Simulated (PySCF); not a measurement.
# Electron correlation in C⁺ (carbon, charge +1)

Starting occupation: [He] 2s1 2p1 3s1, 2s1/2 with m_j = +1/2, 2p3/2 with m_j = +3/2, 3s1/2 with m_j = +1/2. Computed with PySCF 2.14 in x2c-SVPall-2c with one added diffuse shell of s type (4s2p1d, 15 functions), with X2C-1e with screened-nucleus spin-orbit coupling, Gaussian nucleus. Frozen: 1s2; 3 electrons correlated.

MP2 pair energies summed by pair of shells (mhartree):

| pair | energy | share (%) |
| --- | --- | --- |
| 2p3/2-2s1/2 | -3.18 | 53.0 |
| 2s1/2-3s1/2 | -1.59 | 26.5 |
| 2p3/2-3s1/2 | -1.23 | 20.5 |

Total MP2 correlation energy: -6.00 mhartree.
